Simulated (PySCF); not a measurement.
A PySCF script (with the pyscf-properties extension) for the NMR shieldings of SMILES CB(C(C(=C)C=O)=C=O)C, C7H9BO2, on a GFN2-xTB geometry:

```python
import basis_set_exchange as bse
import numpy as np
from pyscf import gto, dft
from pyscf.prop import nmr

atoms = """
C     1.788808   -1.552434    0.291489
C     1.563271   -0.317035   -0.188231
C     2.666739    0.444942   -0.771734
O     2.497278    1.586818   -1.142258
C     0.353260    0.485779   -0.194896
C     0.478265    1.741105   -0.644838
O     0.160118    2.821867   -0.924418
B    -1.087616    0.092214    0.193372
C    -2.218438    1.198262    0.220804
C    -1.462283   -1.408844    0.527359
H     1.027578   -2.139614    0.765974
H     2.769892   -1.991107    0.220931
H     3.645513   -0.045671   -0.852447
H    -3.123025    0.873668    0.730059
H    -1.891604    2.128323    0.681399
H    -2.507455    1.457831   -0.798186
H    -1.105473   -1.679857    1.520657
H    -2.537970   -1.567846    0.529845
H    -1.026663   -2.119150   -0.172343
"""
names = dict.fromkeys(["C", "O", "B", "H"], "pcSseg-1")
basis = {el: gto.basis.parse(bse.get_basis(n, elements=[el], fmt="nwchem")) for el, n in names.items()}
mol = gto.M(atom=atoms, basis=basis, charge=0, verbose=0)
mf = dft.RKS(mol, xc="PBE0")
mf.grids.level = 2
mf.grids.alignment = dft.numint.BLKSIZE   # the property module wants whole blocks of grid points
mf.conv_tol = 1e-9
mf.kernel()

calc = nmr.RKS(mf)   # GIAO
C = mf.mo_coeff
Co = C[:, mf.mo_occ > 0]
resp = mf.gen_response(singlet=True, hermi=2)
def vind(x):   # induced exchange potential for any number of trial vectors
    d = np.einsum("pi,xij,qj->xpq", C, 2 * x.reshape(-1, C.shape[1], Co.shape[1]), Co, optimize=True)
    return np.einsum("xpq,pi,qj->xij", resp(d - d.transpose(0, 2, 1)), C, Co, optimize=True).ravel()
mo1, _ = nmr.rhf.solve_mo1(calc, with_cphf=vind)
sigma = calc.kernel(mo1)
for i, s in enumerate(sigma):   # ppm
    w = np.linalg.eigvalsh((s + s.T) / 2)
    print("%2d %-2s iso %8.1f  s11 %8.1f  s22 %8.1f  s33 %8.1f" % (i, mol.atom_pure_symbol(i), w.mean(), *w))
```

Problem. What does it print?

Solution. 
```
 0 C  iso     55.0  s11    -46.3  s22     42.7  s33    168.5
 1 C  iso     29.2  s11    -57.2  s22     22.5  s33    122.3
 2 C  iso    -11.4  s11    -97.8  s22    -30.3  s33     93.8
 3 O  iso   -266.5  s11   -704.8  s22   -360.9  s33    266.1
 4 C  iso    133.4  s11    100.3  s22    129.1  s33    170.8
 5 C  iso     -0.6  s11   -106.2  s22    -63.5  s33    167.8
 6 O  iso    -20.2  s11   -112.2  s22      1.3  s33     50.2
 7 B  iso     30.1  s11    -23.7  s22     -9.4  s33    123.4
 8 C  iso    174.0  s11    162.8  s22    172.6  s33    186.7
 9 C  iso    172.8  s11    160.3  s22    174.0  s33    184.1
10 H  iso     25.1  s11     22.3  s22     23.2  s33     29.8
11 H  iso     25.6  s11     23.1  s22     25.2  s33     28.4
12 H  iso     22.5  s11     21.3  s22     21.9  s33     24.3
13 H  iso     30.6  s11     26.3  s22     29.8  s33     35.9
14 H  iso     30.7  s11     25.8  s22     30.7  s33     35.7
15 H  iso     30.8  s11     26.4  s22     29.7  s33     36.3
16 H  iso     30.7  s11     26.6  s22     29.6  s33     36.0
17 H  iso     30.4  s11     25.9  s22     29.7  s33     35.5
18 H  iso     30.6  s11     26.3  s22     30.4  s33     35.2
```

These numbers come from an equivalent density-fitted implementation of the same equations, which agrees with the script to about 0.01 ppm for H and up to a few tenths of a ppm for heavy atoms, so last digits may differ.

Size and cost of the density-fitted run: 215 basis functions, 55 s wall time on 1 thread of an Arm Neoverse V1, shared host; peak memory 0.96 GiB.
